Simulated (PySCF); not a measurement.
C₅H₅F. Atoms are numbered in the order given.

```xyz
11

F      0.0032     2.0831     0.0000
C      0.0429     0.7450     0.0000
C      1.1568    -0.0362     0.0000
C      0.6876    -1.4634     0.0000
C     -0.8161    -1.3703     0.0000
C     -1.1814    -0.0596     0.0000
H      2.1998     0.3002     0.0000
H      1.0577    -2.0303    -0.8858
H      1.0577    -2.0303     0.8858
H     -1.4864    -2.2400     0.0000
H     -2.1964     0.3600     0.0000
```

The structure is a stationary point at PBE-D3(BJ)/def2-SVP. The values are those of a single conformer.

All values below come from PBE-D3(BJ)/def2-SVP (PySCF).

Harmonic, unscaled wavenumbers; measured fundamentals usually lie a few per cent lower.

Computed normal modes with their intensities:
| mode | ν (cm⁻¹) | IR (km/mol) | moving atoms (share of kinetic energy) |
|---|---|---|---|
| 1 | 255 | 3.8 | C 47 %, H 32 %, F 21 % |
| 2 | 357 | 6.0 | C 50 %, H 47 % |
| 3 | 405 | 1.0 | C 46 %, F 41 %, H 13 % |
| 4 | 589 | 14.5 | C 56 %, H 43 % |
| 5 | 607 | 9.1 | F 48 %, C 45 % |
| 6 | 652 | 1.0 | H 81 %, C 19 % |
| 7 | 745 | 38.7 | H 54 %, C 44 % |
| 8 | 778 | 3.6 | C 88 %, H 12 % |
| 9 | 861 | 19.5 | C 56 %, H 44 % |
| 10 | 906 | 21.8 | H 54 %, C 44 % |
| 11 | 908 | 0.3 | H 78 %, C 22 % |
| 12 | 932 | 11.2 | C 69 %, H 26 % |
| 13 | 977 | 6.9 | H 57 %, C 41 % |
| 14 | 1038 | 4.5 | H 91 % |
| 15 | 1062 | 0.3 | H 89 %, C 11 % |
| 16 | 1184 | 4.0 | H 71 %, C 29 % |
| 17 | 1219 | 27.4 | C 64 %, H 27 %, F 9 % |
| 18 | 1263 | 22.5 | C 68 %, H 29 % |
| 19 | 1322 | 26.6 | H 88 %, C 12 % |
| 20 | 1384 | 74.4 | C 78 %, H 19 % |
| 21 | 1547 | 7.6 | C 92 % |
| 22 | 1647 | 93.4 | C 93 % |
| 23 | 2958 | 5.0 | H 94 % |
| 24 | 2993 | 2.3 | H 91 %, C 9 % |
| 25 | 3152 | 1.2 | H 92 % |
| 26 | 3173 | 2.3 | H 90 %, C 10 % |
| 27 | 3188 | 1.0 | H 91 %, C 9 % |
